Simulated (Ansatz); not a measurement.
One change: `C#[C][Ti]([OH])([OH])[OH]` becomes `C#[C][Zr]([OH])([OH])[OH]`.

Ansatz, PBE0-D4/def2-TZVP geometries, multiplicity 1. Each molecule was computed in one conformer, which needn't be the lowest.

Elements past krypton have def2 core potentials. Scalar relativity is left out up to krypton.

```
                             property  `C#[C][Ti]([OH])([OH])[OH]`
HOMO energy (ωB97M-V/def2-TZVPP) / eV                       -10.02
LUMO energy (ωB97M-V/def2-TZVPP) / eV                         0.32
   LUMO energy (PBE0/def2-TZVPP) / eV                        -1.88
  HOMO–LUMO gap (PBE/def2-TZVPP) / eV                         3.72
   HOMO energy (PBE0/def2-TZVPP) / eV                        -7.78
    LUMO energy (PBE/def2-TZVPP) / eV                        -2.83
```

What does the change do to each property? (An estimate is asked.)

Computed: 
```json
{"property": "HOMO energy (ωB97M-V/def2-TZVPP) / eV", "`C#[C][Zr]([OH])([OH])[OH]`": "-9.83", "shift": "0.19"}
{"property": "LUMO energy (ωB97M-V/def2-TZVPP) / eV", "`C#[C][Zr]([OH])([OH])[OH]`": "0.66", "shift": "0.34"}
{"property": "LUMO energy (PBE0/def2-TZVPP) / eV", "`C#[C][Zr]([OH])([OH])[OH]`": "-0.63", "shift": "1.25"}
{"property": "HOMO–LUMO gap (PBE/def2-TZVPP) / eV", "`C#[C][Zr]([OH])([OH])[OH]`": "4.89", "shift": "1.17"}
{"property": "HOMO energy (PBE0/def2-TZVPP) / eV", "`C#[C][Zr]([OH])([OH])[OH]`": "-7.59", "shift": "0.19"}
{"property": "LUMO energy (PBE/def2-TZVPP) / eV", "`C#[C][Zr]([OH])([OH])[OH]`": "-1.48", "shift": "1.35"}
```

With PBE0 the HOMO rises by 0.19 eV and the LUMO rises by 1.25 eV, so the gap widens by about 1.06 eV. PBE moves the HOMO by 0.18 eV and ωB97M-V by 0.19 eV.
